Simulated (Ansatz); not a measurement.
**Cost against result**

The pair of F⁻ (SMILES [F-], atom 1) and SiH4O (SMILES [SiH3]O, atoms 2–7), both closed shells, in one local arrangement (a lower one may exist), relaxed at PBE0-D4/def2-TZVPD:

```xyz
7
angstrom
F 0.5316 -0.3318 -1.9576
Si 0.0584 0.0366 -0.3162
O -0.4523 0.5217 1.3334
H -0.9571 -1.0893 -0.3818
H -0.2719 1.4378 -0.7592
H 1.4496 -0.3547 0.1472
H -0.3581 -0.2204 1.9342
```

Interaction energies are counterpoise-corrected; the time is that of the whole pair.

Computed with Ansatz 0.2.0 (basis: as named in each row); correlated methods freeze the cores. B3LYP uses VWN-RPA correlation. Extrapolation: Hartree–Fock as exp(−7.88 √X), correlation as X^−2.97.

Times are rough, for one single point on 2 threads of a shared host (Intel Xeon Platinum 8375C).

The estimate by CCSD(T) at an estimated basis limit (MP2 extrapolated from triple and quadruple zeta, plus CCSD(T) − MP2 in triple zeta) is -74.28 kcal/mol.

```json
{"method": "HF", "basis": "STO-3G", "time (s)": "under 1", "interaction energy (kcal/mol)": "-48.39", "method less estimate": "25.89"}
{"method": "PBE-D4", "basis": "STO-3G", "time (s)": "under 1", "interaction energy (kcal/mol)": "-40.53", "method less estimate": "33.75"}
{"method": "SPW92", "basis": "def2-SVP", "time (s)": "under 1", "interaction energy (kcal/mol)": "-83.88", "method less estimate": "-9.60"}
{"method": "B3LYP-D4", "basis": "6-31G", "time (s)": "under 1", "interaction energy (kcal/mol)": "-60.87", "method less estimate": "13.41"}
{"method": "PBE-D4", "basis": "def2-SVP", "time (s)": "under 1", "interaction energy (kcal/mol)": "-76.09", "method less estimate": "-1.81"}
{"method": "PBE0-D4", "basis": "def2-SVP", "time (s)": "under 1", "interaction energy (kcal/mol)": "-81.16", "method less estimate": "-6.88"}
{"method": "CCSD(T)", "basis": "def2-SVP", "time (s)": "under 1", "interaction energy (kcal/mol)": "-75.92", "method less estimate": "-1.64"}
{"method": "PBE-D4", "basis": "def2-TZVPPD", "time (s)": "2", "interaction energy (kcal/mol)": "-68.53", "method less estimate": "5.75"}
{"method": "revPBE-D4", "basis": "def2-TZVPPD", "time (s)": "2", "interaction energy (kcal/mol)": "-66.70", "method less estimate": "7.58"}
{"method": "BLYP-D4", "basis": "def2-TZVPPD", "time (s)": "2", "interaction energy (kcal/mol)": "-65.05", "method less estimate": "9.23"}
{"method": "PBE0-D4", "basis": "def2-TZVPPD", "time (s)": "2", "interaction energy (kcal/mol)": "-73.52", "method less estimate": "0.76"}
{"method": "B3LYP-D4", "basis": "def2-TZVPPD", "time (s)": "2", "interaction energy (kcal/mol)": "-70.05", "method less estimate": "4.23"}
{"method": "HSE06-D4", "basis": "def2-TZVPPD", "time (s)": "2", "interaction energy (kcal/mol)": "-73.48", "method less estimate": "0.80"}
{"method": "wB97M-V", "basis": "def2-SVP", "time (s)": "2", "interaction energy (kcal/mol)": "-81.73", "method less estimate": "-7.45"}
{"method": "r2SCAN-D4", "basis": "def2-TZVPPD", "time (s)": "3", "interaction energy (kcal/mol)": "-74.28", "method less estimate": "0.00"}
{"method": "B2PLYP", "basis": "def2-TZVPPD", "time (s)": "4", "interaction energy (kcal/mol)": "-69.88", "method less estimate": "4.40"}
{"method": "B97M-V", "basis": "def2-TZVPPD", "time (s)": "5", "interaction energy (kcal/mol)": "-75.46", "method less estimate": "-1.18"}
{"method": "wB97X-V", "basis": "def2-TZVPPD", "time (s)": "6", "interaction energy (kcal/mol)": "-72.84", "method less estimate": "1.44"}
{"method": "wB97M-V", "basis": "def2-TZVPPD", "time (s)": "6", "interaction energy (kcal/mol)": "-73.72", "method less estimate": "0.56"}
{"method": "MP2", "basis": "def2-QZVPPD", "time (s)": "10", "interaction energy (kcal/mol)": "-73.18", "method less estimate": "1.10"}
{"method": "CCSD(T)", "basis": "def2-TZVPPD", "time (s)": "34", "interaction energy (kcal/mol)": "-71.45", "method less estimate": "2.83"}
```

The T1 diagnostic stays at or below 0.023.
